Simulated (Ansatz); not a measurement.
Li₅. The state is a doublet with charge 0. Geometry r2SCAN/def2-TZVP, that of the charge +1 singlet; atoms count from 1.

```xyz
5

Li   -2.459    1.301    0.497
Li   -0.565   -1.345    0.710
Li   -0.191    0.216   -1.596
Li    2.459   -1.301   -0.497
Li    0.756    1.128    0.887
```

The charge 0 doublet is spin-contaminated (final ⟨S²⟩ up to 0.94, 0.75 for a pure state). The structure comes from a short search, and lower isomers may exist.

Estimate the Mulliken populations from the PBE0/def2-TZVP orbitals of Ansatz.


```
atom  charge (e)  spin (α − β)
 Li1        0.03          0.01
 Li2       -0.07          0.36
 Li3       -0.07          0.35
 Li4        0.03          0.06
 Li5        0.08          0.22
```
Mulliken values depend strongly on the basis.

Where does the spin sit?

Summed by element: Li 1.00, of 1 unpaired in all. Largest on single atoms: Li2 0.36, Li3 0.35, Li5 0.22.

And the Mayer bond orders between heavy atoms (over 0.3)?

Li1–Li2 0.34 (3.26 Å); Li1–Li3 0.33 (3.27 Å); Li1–Li5 0.35 (3.24 Å); Li2–Li3 0.32 (2.81 Å); Li2–Li4 0.36 (3.26 Å); Li2–Li5 0.38 (2.81 Å); Li3–Li4 0.36 (3.24 Å); Li3–Li5 0.38 (2.81 Å); Li4–Li5 0.32 (3.27 Å).
